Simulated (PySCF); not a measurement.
**Stretching GeCl⁺**

Set-up: Ge cc-pVDZ-PP with ECP10, Cl cc-pV(D+d)Z; scalar-relativistic core potentials (PySCF 2.14). Energies in eV from Ge⁺ + Cl in their ground configurations at the same level. State: ¹Σ⁺ (singlet), closed shell.

All columns are M06-L. A positive dipole points towards Cl; it is taken about the centre of mass and depends on that origin.

| R (Å) | E (eV) | μ (D) | Mulliken charge on Ge (basis-dependent) | HOMO (eV) | LUMO (eV) | Mayer bond order | ⟨S²⟩ |
| --- | --- | --- | --- | --- | --- | --- | --- |
| 1.792 | -3.398 | -0.59 | 0.81 | -14.83 | -9.52 | 1.76 | 0.00 |
| 1.876 | -4.198 | -1.16 | 0.87 | -15.01 | -9.71 | 1.70 | 0.00 |
| 1.959 | -4.638 | -1.72 | 0.92 | -15.14 | -9.89 | 1.64 | 0.00 |
| 2.022 | -4.798 | -2.14 | 0.96 | -15.20 | -10.02 | 1.60 | 0.00 |
| 2.084 | -4.848 | -2.55 | 1.00 | -15.23 | -10.14 | 1.57 | 0.00 |
| 2.147 | -4.814 | -2.95 | 1.03 | -15.00 | -10.27 | 1.53 | 0.00 |
| 2.230 | -4.674 | -3.46 | 1.06 | -14.63 | -10.42 | 1.49 | 0.00 |
| 2.334 | -4.396 | -4.05 | 1.10 | -14.21 | -10.61 | 1.45 | 0.00 |
| 2.459 | -3.977 | -4.69 | 1.13 | -13.77 | -10.80 | 1.42 | 0.00 |
| 2.626 | -3.363 | -5.43 | 1.15 | -13.29 | -11.02 | 1.39 | 0.00 |

A fit through these points gives, at Re = 2.087 Å, μ = -2.57 D and dμ/dR = -6.45 D/Å; the reduced mass is 23.74 u.

Task: How strong is the fundamental in the double-harmonic approximation, I = 42.26·(dμ/dR)²/μred km/mol?

Result: I = 42.26·(-6.45)²/23.74 = 74.1 km/mol at M06-L.

For an ion De counts to the pair picked by the measured ionisation energies or electron affinities, which need not be the lowest pair at this level.
